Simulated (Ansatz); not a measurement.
Consider the substitution at a C–C bond: `C=C(C)C#CC` + `CS[Si]S` → `CS[Si]SC` + `C#CC(=C)C`.

Calculated with Ansatz (gas phase, PBE0-D4/def2-TZVP geometries, no zero-point term in ΔE). CCSD(T)/CBS is the MP2 limit (def2-TZVPP, def2-QZVPP) plus CCSD(T) − MP2 in def2-TZVPP, frozen cores. This one scheme is used for every species. Functionals use def2-TZVPP. One conformer a species, not always the lowest.

`C=C(C)C#CC`:

```xyz
14

C    -0.318    2.222   -0.137
C    -0.172    1.032    0.452
C    -0.215    0.855    1.941
C     0.036   -0.151   -0.314
C     0.213   -1.180   -0.917
C     0.428   -2.406   -1.658
H    -0.476    3.117    0.454
H    -0.283    2.326   -1.214
H    -0.378    1.809    2.444
H     0.720    0.420    2.303
H    -1.017    0.167    2.223
H     1.491   -2.558   -1.863
H     0.068   -3.273   -1.098
H    -0.097   -2.381   -2.617
```

`CS[Si]S`:

```xyz
8

C     0.951    1.209    0.427
S    -0.589    0.302    0.110
Si    0.160   -1.565   -0.558
S    -1.716   -2.554   -0.902
H     0.974    2.098   -0.202
H     0.979    1.503    1.475
H     1.817    0.585    0.203
H    -2.576   -1.578   -0.553
```

`CS[Si]SC`:

```xyz
11

C     1.138    0.236    1.145
S    -0.107    1.498    1.536
Si   -1.135    2.240   -0.184
S    -1.037    0.760   -1.721
C    -0.789   -0.924   -1.089
H     1.988    0.432    1.798
H     1.454    0.322    0.108
H     0.759   -0.766    1.343
H    -1.408   -1.576   -1.704
H     0.252   -1.229   -1.179
H    -1.114   -0.993   -0.053
```

`C#CC(=C)C`:

```xyz
11

C     0.974   -1.085    1.970
C     0.400   -0.628    1.016
C    -0.234   -0.048   -0.122
C    -1.429   -0.480   -0.531
C     0.519    1.053   -0.808
H     1.470   -1.500    2.815
H    -1.910   -0.039   -1.396
H    -1.948   -1.277   -0.014
H     1.493    0.695   -1.152
H     0.707    1.878   -0.116
H    -0.041    1.430   -1.664
```

```tsv
level	ΔE (kcal/mol)
PBE-D4	14.3
SCS-MP2/def2-QZVPP	14.1
HF/CBS(def2)	17.4
MP2/CBS(def2)	13.7
```

Question: What does CCSD(T)/CBS give? (Best estimate.)

Answer: The calculation gave: +13.3 kcal/mol. The listed levels differ from it by 1.0, 0.8, 4.1, 0.4 kcal/mol.

Largest T1 diagnostic among the species: 0.015.

The D4 term adds −2.2 kcal/mol with B3LYP and −1.3 kcal/mol with PBE0; it sums over pairs of atoms, weighted by their polarisabilities, and B3LYP, whose exchange is more repulsive, gets the larger term. In def2-TZVPP, CCSD(T) changes the Hartree–Fock value by −3.7 kcal/mol (the triples alone add −0.9 kcal/mol) and MP2 by −3.2 kcal/mol.

B3LYP here is the variant with VWN-RPA as its local correlation; programs differ in this.
